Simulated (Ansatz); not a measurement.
`N[SiH](F)[Si](N)(Cl)Cl` + H₂ → `N[SiH](Cl)Cl` + `N[SiH2]F`  (hydrogenolysis of the Si–Si bond)

Program: Ansatz. Geometries: PBE0-D4/def2-TZVP. ΔE: electronic, gas phase. CBS: MP2 limit from def2 TZ/QZ plus the TZ coupled-cluster correction, frozen cores. This one scheme is used for every species. Functionals use def2-TZVPP. B3LYP here is the variant with VWN-RPA as its local correlation; programs differ in this. One conformer a species, not always the lowest.

(1) Is it downhill or uphill in electronic energy at CCSD(T)/CBS, and by how much? (An estimate is asked.)

(2) What do these levels give: PBE0-D4, B3LYP-D4, B2PLYP, r2SCAN, SCS-MP2/def2-QZVPP, MP2/CBS(def2)? (Best estimate.)

Largest T1 diagnostic among the species: 0.011.

## Answers

(1) Computed: Downhill: ΔE = -26.7 kJ/mol.

(2) Ansatz gave: PBE0-D4 -15.2, B3LYP-D4 -18.4, B2PLYP -36.2, r2SCAN -22.7, SCS-MP2/def2-QZVPP -35.9, MP2/CBS(def2) -25.8 kJ/mol.

In def2-TZVPP, CCSD(T) changes the Hartree–Fock value by +34.1 kJ/mol (the triples alone add +6.8 kJ/mol) and MP2 by +35.0 kJ/mol. The D4 term adds +20.7 kJ/mol with B3LYP and +11.9 kJ/mol with PBE0; it sums over pairs of atoms, weighted by their polarisabilities, and B3LYP, whose exchange is more repulsive, gets the larger term. From PBE to PBE0 (25 % exact exchange), in def2-TZVPP and without D4, ΔE moves by −8.4 kJ/mol.
